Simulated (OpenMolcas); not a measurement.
**Lines of Tl+: computed and rescaled rates**

```
Program             : OpenMolcas 26.06
Method              : MS-CASPT2, IPEA 0.25 Eh, imaginary shift 0.1 Eh (closed shells correlated: 5d)
Basis               : ANO-RCC-VTZP [8s7p5d3f2g]
Scalar Hamiltonian  : X2C, point nucleus
Active space        : 2 electrons in 4 orbitals (6s 6p)
State averaging     : 2S+1 = 3 even, 3 roots; 2S+1 = 1 even, 7 roots; 2S+1 = 3 odd, 3 roots; 2S+1 = 1 odd, 3 roots
Spin-orbit coupling : RASSI with atomic mean-field integrals over the reference wave functions, term energies averaged over their components
```

Rates come from the transition moments of the reference wave functions (E1 and E2 in the length form). At fixed line strength A goes as λ^-3 for E1 and M1 and as λ^-5 for E2, so a rate at the computed wavelength can be rescaled to the measured one. Measured vacuum wavelengths follow from level energies in NIST Handbook of Basic Atomic Spectroscopic Data. Branching counts decays inside the model space alone, at computed energies, and the table is only a selection of the E2 and M1 lines, drawn from those between levels with measured partners whose computed energy lies within a factor of 1.5 of the measured one.

| Upper | Lower | Type | λ computed (nm) | λ measured (nm) | A computed (s-1) | A rescaled (s-1) | Branching % |
| --- | --- | --- | --- | --- | --- | --- | --- |
| 6s 6p ³P°₂ | 6s 6p ³P°₁ | M1 | 1425 | 1071 | 4.55e+00 | 1.07e+01 | 96.8 |
| 6s 6p ³P°₂ | 6s 6p ³P°₀ | E2 | 1038 | 814.6 | 1.05e-01 | 3.53e-01 | 2.2 |
| 6s 6p ³P°₂ | 6s 6p ³P°₁ | E2 | 1425 | 1071 | 4.69e-02 | 1.96e-01 | 1.0 |

The largest correction is for 6s 6p ³P°₂ → 6s 6p ³P°₁ (E2): 4.69e-02 × (1425 / 1071)^5 = 1.96e-01 s-1, a factor of 4.17.

No measured rate stands beside these. Rescaling mends the energy factor alone: line strengths can still be far off where a level mixes with configurations outside the active space, and weak or spin-changing lines hang on small mixing coefficients that depend on the term gaps too, so rescaling need not improve them.

Spin-orbit splittings of 6p shells tend to come out small when the coupling is added on scalar orbitals. Measured partners are found by configuration, term and J. A level has none where our copy of the source lacks it or the pairing is in doubt (some pairs that miss far off the trend of their configuration count as doubtful). Levels of configurations outside the active space are missing.

° marks odd parity.
